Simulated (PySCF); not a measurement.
In(H)2(SiH3) (H5InSi), SMILES [SiH3][InH2].

The structure is a stationary point at r2SCAN-D4/def2-TZVP. The def2 effective core potentials stand for the cores of In; spin–orbit coupling is left out.

Level of theory: TDA-LC-ωPBE/def2-SVPD in PySCF.

Vertical excitations. The molecule is in vacuum.

| state | energy (eV) | λ (nm) | f | main pairs |
|---|---|---|---|---|
| S1 | 4.41 | 281 | 0.004 | HOMO→LUMO 97 % |
| S2 | 5.05 | 246 | 0.000 | HOMO−1→LUMO 97 % |
| S3 | 7.05 | 176 | 0.093 | HOMO→LUMO+3 54 %, HOMO→LUMO+2 19 %, HOMO→LUMO+4 11 % |
| S4 | 7.30 | 170 | 0.591 | HOMO→LUMO+2 67 %, HOMO→LUMO+4 12 % |
| S5 | 7.36 | 168 | 0.084 | HOMO→LUMO+1 76 % |
| S6 | 7.74 | 160 | 0.082 | HOMO→LUMO+5 48 %, HOMO→LUMO+4 20 % |
| S7 | 7.94 | 156 | 0.102 | HOMO−3→LUMO 50 %, HOMO−1→LUMO+1 17 %, HOMO−1→LUMO+2 16 % |
| S8 | 7.94 | 156 | 0.199 | HOMO−3→LUMO 31 %, HOMO−1→LUMO+1 30 %, HOMO−1→LUMO+2 25 % |
| S9 | 8.09 | 153 | 0.007 | HOMO−2→LUMO 43 %, HOMO→LUMO+5 14 %, HOMO→LUMO+4 14 %, HOMO→LUMO+3 10 % |
| S10 | 8.21 | 151 | 0.281 | HOMO−2→LUMO 43 %, HOMO→LUMO+5 11 %, HOMO→LUMO+4 11 %, HOMO→LUMO+1 7 % |
| T1 | 3.72 | 333 | 0 | HOMO→LUMO 94 % |
| T2 | 4.54 | 273 | 0 | HOMO−1→LUMO 94 % |
| T3 | 5.84 | 212 | 0 | HOMO→LUMO+2 73 % |
| T4 | 6.02 | 206 | 0 | HOMO→LUMO+3 46 %, HOMO→LUMO+4 23 %, HOMO−1→LUMO+2 8 % |
Triplets are in the Tamm–Dancoff approximation.
